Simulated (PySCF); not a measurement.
## UHF on Pd+ (palladium, charge +1)

Configuration: [Kr] 4d9, 2D determinant. All numbers are calculated (PySCF 2.14, scalar relativity through the core potential, in def2-SVP with the def2 core potential (28 electrons)).

```
Total energy                                                  : -126.769919 hartree
One-electron energy                                           : -220.8265 hartree
Hartree (Coulomb) energy                                      : 105.9127 hartree
Exchange energy                                               : -11.8562 hartree
⟨S²⟩                                                          : 0.7554
⟨L²⟩                                                          : 6.034
Sum of ⟨r⟩                                                    : 21.37 bohr
Sum of ⟨r²⟩                                                   : 32.39 bohr²
Traceless quadrupole moment −½Σ⟨3z² − r²⟩ along its main axis : -0.690 e·bohr²
Time after the integrals                                      : 0.09 s of wall time on 1 thread of Neoverse-V2 (shared host)
```

| shell | electrons | mean orbital energy (hartree) | spread (hartree) | rms radius, mean of both spins (bohr) |
| --- | --- | --- | --- | --- |
| 4s α | 1 | -4.36815 | 0 | 1.02 |
| 4s β | 1 | -4.29476 | 0 | 1.02 |
| 4p α | 3 | -2.91458 | 0.06321 | 1.13 |
| 4p β | 3 | -2.82365 | 0.04232 | 1.13 |
| 4d α | 5 | -0.77755 | 0.07406 | 1.59 |
| 4d β | 4 | -0.73699 | 0.05549 | 1.59 |

Energies and moments cover only the electrons outside the core potential.
